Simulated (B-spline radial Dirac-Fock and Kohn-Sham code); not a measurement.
A summary of the ionisation energies of ytterbium (Z = 70) against charge, from relaxed Dirac-Fock hole states (ΔSCF) with Breit and QED corrections and a finite nucleus and from the NIST table. The largest relative steps of the computed values, from charge +5 on, come at Yb¹²⁺ (58 electrons left, 214.9 to 262.0 eV); Yb²⁴⁺ (46 electrons left, 657.9 to 886.9 eV); Yb⁴²⁺ (28 electrons left, 2034.0 to 3463.2 eV); Yb⁶⁰⁺ (10 electrons left, 6235.6 to 14142.3 eV). The median of |NIST − computed| / NIST over the 68 ions is 1.77 %.

```tsv
charge	computed (eV)	NIST (eV)
0	5.14	6.25416
4	80.28	65.6
8	147.5	163
12	262.0	279
16	368.8	396
20	526.8	540
24	886.9	882
28	1071.0	1065
32	1265.3	1275
36	1640.5	1618
40	1977.3	1978
44	3703.7	3677
48	4203.3	4238
52	5077.4	4988
56	5552.3	5731
60	14142.3	13784
64	15470.6	16191
```
